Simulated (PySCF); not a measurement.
Species: C₈H₁₁ (doublet state).
SMILES with atom numbers: `[H]/[C:1]=[C:2](\[CH:3]=[CH2:4])[C:5](=[CH2:6])[CH2:7][CH3:8]` (hydrogens: H9 on C1; H10 on C3; H11, H12 on C4; H13, H14 on C6; H15, H16 on C7; H17, H18, H19 on C8)

Cartesian coordinates in Å at the GFN2-xTB level; atoms count from 1:
```xyz
19
C8H11 angstrom
C     -0.422    1.385   -1.608
C      0.339    0.607   -0.882
C      1.696    1.056   -0.492
C      2.301    0.705    0.632
C     -0.146   -0.703   -0.395
C      0.642   -1.769   -0.335
C     -1.599   -0.745   -0.014
C     -1.854    0.053    1.264
H     -0.344    2.327   -2.100
H      2.152    1.771   -1.163
H      1.854    0.021    1.334
H      3.273    1.093    0.890
H      1.678   -1.733   -0.625
H      0.268   -2.726   -0.009
H     -2.182   -0.305   -0.829
H     -1.918   -1.778    0.128
H     -1.544    1.087    1.133
H     -2.911    0.037    1.517
H     -1.294   -0.372    2.095
```

The hyperfine couplings belong to this conformer and change with its torsions.

Computed with UKS B3LYP, pcH-1 on C H, non-relativistic, mean-field spin-orbit, GIAO (PySCF 2.14.0). Geometry: GFN2-xTB, one conformer, isolated molecule. Couplings are sensitive to structure, and on GFN2-xTB geometries they can be far from those on DFT ones. The frame is twisted about the C2–C5 bond at this geometry (dihedral C1–C2–C5–C7 = -36°); couplings at other torsion angles weren't computed. The SCF solution wasn't tested for stability.

(1) Predict the first-order ENDOR lines of C1, C3, C5, C2, C4, C6, H9, H12, H10 and H14 under fast tumbling at B = 3360.1 mT (W band).

(2) Which pairs are centred on the nuclear Larmor frequency, and which on half the coupling?

(3) At what field would the lower line of C3 fall to zero frequency?

## Answers

(1) For S = 1/2 in fast tumbling each set of equivalent nuclei gives two lines, ν± = |νn ± a/2| to first order, with νn = g_N μN B/h and μN/h = 7.62259 MHz/T.

```csv
nuclei,isotope,g_N,νn (MHz),a_iso (MHz),lower line (MHz),upper line (MHz)
C1,13C,1.4048,35.98,320.10,124.07,196.03
C3,13C,1.4048,35.98,81.43,4.73,76.70
C5,13C,1.4048,35.98,40.19,15.89,56.08
C2,13C,1.4048,35.98,-10.93,30.51,41.45
C4,13C,1.4048,35.98,5.89,33.04,38.93
C6,13C,1.4048,35.98,-4.38,33.79,38.17
H9,1H,5.5857,143.06,39.31,123.41,162.72
H12,1H,5.5857,143.06,9.63,138.25,147.88
H10,1H,5.5857,143.06,-6.50,139.82,146.31
H14,1H,5.5857,143.06,6.05,140.04,146.09
```

The rows for 13C, of low natural abundance, apply to labelled samples.

(2) Centred on νn, since |a| < 2νn: C5, C2, C4, C6, H9, H12, H10 and H14. Centred on |a|/2 and split by 2νn: C1 and C3.

(3) Where νn = |a|/2, that is B = 40.71 MHz/(1.4048 × 7.62259 MHz/T) = 3800 mT, as far as first order holds there.

Couplings of abundant isotopes left out: H13 (3.9 MHz), H11 (2.5 MHz) and H15/H16 (1.7 MHz).
